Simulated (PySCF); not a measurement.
Isomers of C6H18BN, mass 115.153 u with the commonest isotopes. The calculation used PBE0-D3(BJ)/def2-SVP geometry optimisation, gas phase in PySCF 2.14.0. One conformer each, none proved a minimum here; rigid rotors.

**Question.** Order these by rotational constant B, largest first.
A. `[BH3-:1][N+:2]([CH2:3][CH3:4])([CH2:5][CH3:6])[CH2:7][CH3:8]` with B1–N2–C3–C4 -63°, B1–N2–C5–C6 179°, B1–N2–C7–C8 -56°
B. `[CH3:1][CH2:2][CH2:3][BH2-:4][N+:5]([CH3:6])([CH3:7])[CH3:8]` with C1–C2–C3–B4 180°, C2–C3–B4–N5 -178°
C. `[CH3:1][CH2:2][CH2:3][B@H-:4]([NH3+:5])[CH:6]([CH3:7])[CH3:8]` with C1–C2–C3–B4 -178°, C2–C3–B4–N5 -65°, C3–B4–C6–C7 54°
D. `[BH3-:1][N+:2]([CH3:3])([CH3:4])[CH2:5][CH:6]([CH3:7])[CH3:8]` with B1–N2–C5–C6 -65°, N2–C5–C6–C7 136°
E. trimethylamine trimethylborane, `C[B-](C)(C)[N+](C)(C)C`
F. `[CH3:1][CH:2]([CH3:3])[BH2-:4][N+:5]([CH3:6])([CH3:7])[CH3:8]` with C1–C2–B4–N5 95°

**Answer.** A (1636 MHz), E (1596 MHz), D (1269 MHz), F (1174 MHz), C (870.2 MHz), B (828.6 MHz).

**Question.** Order these by rotational constant A, largest first.
A. `[BH3-:1][N+:2]([CH2:3][CH3:4])([CH2:5][CH3:6])[CH2:7][CH3:8]` with B1–N2–C3–C4 -63°, B1–N2–C5–C6 179°, B1–N2–C7–C8 -56°
B. `[CH3:1][CH:2]([CH3:3])[BH2-:4][N+:5]([CH3:6])([CH3:7])[CH3:8]` with C1–C2–B4–N5 95°
C. `[CH3:1][CH2:2][CH2:3][BH2-:4][N+:5]([CH3:6])([CH3:7])[CH3:8]` with C1–C2–C3–B4 180°, C2–C3–B4–N5 -178°
D. `C[B-](C)(C)[N+](C)(C)C` (trimethylamine trimethylborane)
E. `[CH3:1][CH2:2][CH2:3][B@H-:4]([NH3+:5])[CH:6]([CH3:7])[CH3:8]` with C1–C2–C3–B4 -178°, C2–C3–B4–N5 -65°, C3–B4–C6–C7 54°
F. `[BH3-:1][N@H+:2]([CH3:3])[CH:4]([CH2:5][CH3:6])[CH2:7][CH3:8]` with B1–N2–C4–C5 -162°, N2–C4–C5–C6 55°, N2–C4–C7–C8 -159°
G. `[BH3-:1][N+:2]([CH3:3])([CH3:4])[CH2:5][CH:6]([CH3:7])[CH3:8]` with B1–N2–C5–C6 -65°, N2–C5–C6–C7 136°

**Answer.** C (4034 MHz), E (3520 MHz), B (3040 MHz), G (2967 MHz), D (2223 MHz), A (2164 MHz), F (1855 MHz).

**Question.** Order these by out-of-plane moment Σ m c² = (Ia + Ib − Ic)/2, smallest first.
A. `[CH3:1][CH:2]([CH3:3])[BH2-:4][N+:5]([CH3:6])([CH3:7])[CH3:8]` with C1–C2–B4–N5 95°
B. `[BH3-:1][N+:2]([CH3:3])([CH3:4])[CH2:5][CH:6]([CH3:7])[CH3:8]` with B1–N2–C5–C6 -65°, N2–C5–C6–C7 136°
C. `[BH3-:1][N+:2]([CH2:3][CH3:4])([CH2:5][CH3:6])[CH2:7][CH3:8]` with B1–N2–C3–C4 -63°, B1–N2–C5–C6 179°, B1–N2–C7–C8 -56°
D. trimethylamine trimethylborane, `C[B-](C)(C)[N+](C)(C)C`
E. `[CH3:1][CH2:2][CH2:3][B@H-:4]([NH3+:5])[CH:6]([CH3:7])[CH3:8]` with C1–C2–C3–B4 -178°, C2–C3–B4–N5 -65°, C3–B4–C6–C7 54°
F. `[CH3:1][CH2:2][CH2:3][BH2-:4][N+:5]([CH3:6])([CH3:7])[CH3:8]` with C1–C2–C3–B4 180°, C2–C3–B4–N5 -178°

**Answer.** E (49.40 u·Å²), F (57.98 u·Å²), A (60.17 u·Å²), B (61.55 u·Å²), C (79.31 u·Å²), D (113.64 u·Å²).

```json
{"SMILES": "CC(C)[BH2-][N+](C)(C)C", "point group": "C1", "Ia (u·Å²)": "166.25", "Ib (u·Å²)": "430.51", "Ic (u·Å²)": "476.43", "κ": "-0.89", "μa (D)": "4.65", "μb (D)": "0.89", "μc (D)": "2.14"}
{"SMILES": "C[B-](C)(C)[N+](C)(C)C", "point group": "C3", "Ia (u·Å²)": "227.34", "Ib (u·Å²)": "316.71", "Ic (u·Å²)": "316.76", "κ": "-1.00", "μa (D)": "4.49", "μb (D)": "0.00", "μc (D)": "0.00"}
{"SMILES": "[BH3-][N+](CC)(CC)CC", "point group": "C1", "Ia (u·Å²)": "233.52", "Ib (u·Å²)": "308.84", "Ic (u·Å²)": "383.74", "κ": "-0.25", "μa (D)": "1.57", "μb (D)": "2.48", "μc (D)": "4.03"}
{"SMILES": "CCC[BH2-][N+](C)(C)C", "point group": "near Cs", "Ia (u·Å²)": "125.27", "Ib (u·Å²)": "609.93", "Ic (u·Å²)": "619.24", "κ": "-0.99", "μa (D)": "4.64", "μb (D)": "2.31", "μc (D)": "0.06"}
{"SMILES": "[BH3-][N+](C)(C)CC(C)C", "point group": "C1", "Ia (u·Å²)": "170.36", "Ib (u·Å²)": "398.33", "Ic (u·Å²)": "445.59", "κ": "-0.85", "μa (D)": "1.00", "μb (D)": "3.35", "μc (D)": "3.26"}
{"SMILES": "[BH3-][N@H+](C)C(CC)CC", "point group": "C1", "Ia (u·Å²)": "272.47", "Ib (u·Å²)": "303.22", "Ic (u·Å²)": "454.75", "κ": "0.49", "μa (D)": "1.82", "μb (D)": "4.30", "μc (D)": "2.94"}
{"SMILES": "CCC[B@H-]([NH3+])C(C)C", "point group": "C1", "Ia (u·Å²)": "143.56", "Ib (u·Å²)": "580.74", "Ic (u·Å²)": "625.51", "κ": "-0.95", "μa (D)": "0.30", "μb (D)": "2.91", "μc (D)": "3.21"}
```
